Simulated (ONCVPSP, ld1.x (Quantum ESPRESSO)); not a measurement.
# Pseudopotentials across the periodic table

Generated with ld1.x 7.5 (TM, RRKJ, ultrasoft, PAW), atompaw 4.2 or ONCVPSP 4.0.1. The cutoff is in Ry: for ld1.x and atompaw files where the sum of valence levels is converged to 10 mRy in a Bessel basis, for ONCV files where the hardest occupied wave has 1 mHa per electron of residual kinetic energy. The error is the largest all-electron minus pseudo excitation energy over each file’s own four to seven test configurations (ionisations up to +4, promotions, holes and added fractions of an electron), all of which were solved. The labels leave out finer settings (local radius, basis sizes, second energies), which also bear on the numbers. Spin-polarised tests are not counted. The rows are a selection from randomly drawn settings: files with unsolved tests, undetermined cutoffs or missed reference levels are left out.

A true bound ghost makes a file unfit for plane-wave use even where its test errors are small: the radial tests pick states by their node count and pass the ghost by.

```csv
element,potential,cutoff (Ry),largest error (meV),bound ghosts
B,"ONCV, LDA (Perdew-Zunger), scalar-relativistic, rc 1.25/2.05 (sp), local smoothed, core correction yes, reference 2s2 2p1, qcut 4.8/3.9, projectors 2/1",42,+108,none
Mn,"ONCV, PBE, scalar-relativistic, rc 1.10/0.85/1.30 (spd), local smoothed, core correction yes, reference 3s2 3p6 3d5 4s1, qcut 14.4/11.4/11.8, projectors 3/2/3",114,-48,none
Ga,"ONCV, PBE, scalar-relativistic, rc 0.95/0.90/0.70 (spd), local d, core correction yes, reference 3s2 3p6 3d10 4s1.5, qcut 14.3/16.9/14.4, projectors 2/2/0",1145,+1.6,none
Rh,"ONCV, PBEsol, fully relativistic, rc 0.95/1.45/1.45/0.95 (spdf), local f, core correction yes, reference 4s2 4p6 4d7.5, qcut 6.1/7.8/6.4/10.9, projectors 2/2/1/0",348,-20,s
Sb,"ONCV, revPBE, scalar-relativistic, rc 1.35/1.60/1.15 (spd), local smoothed, core correction no, reference 4s2 4p6 4d10 5s2 5p2.5, qcut 9.2/10.9/15.2, projectors 2/3/2",95,-11,none
Yb,"ONCV, PBEsol, scalar-relativistic, rc 2.20/1.40/2.75 (spd), local smoothed, core correction yes, reference 5s2 5p6 5d1 6s1.5, qcut 4.9/4.9/5, projectors 2/2/2",173,-28,none
```

Task: Fill in the row for Tc: TM, BLYP, scalar-relativistic, rc 2.85/1.20/2.00 (spd), local d, core correction yes, reference 4p6 4d5 5s2 5p0.

Result: cutoff 100 Ry, largest error -108 meV, bound ghosts: s.
